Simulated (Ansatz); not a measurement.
Calculated with Ansatz (gas phase, PBE0-D4/def2-TZVP geometries, no zero-point term in ΔE). CCSD(T)/CBS is the MP2 limit (def2-TZVPP, def2-QZVPP) plus CCSD(T) − MP2 in def2-TZVPP, frozen cores. This one scheme is used for every species, atoms too. Functionals use def2-TZVPP. Open shells (•) are unrestricted, without spin–orbit coupling. Spin–orbit coupling would lower the free atoms: a little for Cl; clearly for Ga. For Ga outer-core shells are correlated without core-valence functions, so the limit isn't a true one: a few kJ/mol of doubt a bond, and 10 to 20 or more in all where bonds break to atoms. Scalar relativity is left out up to krypton.

Reaction (atomization): `[Cl][Ga]` → Cl• + Ga•

`[Cl][Ga]`:

Z-matrix (Å, degrees):
```
Cl
Ga 1 2.216
```

```
         level  ΔE (kJ/mol)
       ωB97M-V        474.2
CCSD/CBS(def2)        466.2
```

What does CCSD(T)/CBS give? (Estimate.)

The calculation gave: +478.3 kJ/mol. The listed levels differ from it by -4.1, -12.1 kJ/mol.

Largest T1 diagnostic among the species: 0.013.

Leaving LDA and LC-ωPBE aside and taking each functional with its dispersion term where it has one, the values, not all of them listed here, spread over 33.3 kJ/mol, from BHLYP-D4 to B97M-V. LDA lies +60.6 kJ/mol from PBE without D4, its usual overbinding. From r2SCAN to r2SCAN0 (25 % exact exchange), in def2-TZVPP and without D4, ΔE moves by −13.4 kJ/mol: exact exchange takes away binding that semilocal exchange gives to molecules. The D4 term adds +6.5 kJ/mol with B3LYP and +3.2 kJ/mol with PBE0; it sums over pairs of atoms, weighted by their polarisabilities, and B3LYP, whose exchange is more repulsive, gets the larger term.

B3LYP here is the variant with VWN-RPA as its local correlation; programs differ in this.

For atomizations the MP2-based limit and the directly extrapolated one differ by several kJ/mol either way, and by 10 to 25 for some Ge, Se and Sn compounds, so smaller differences from it don't rank the levels.
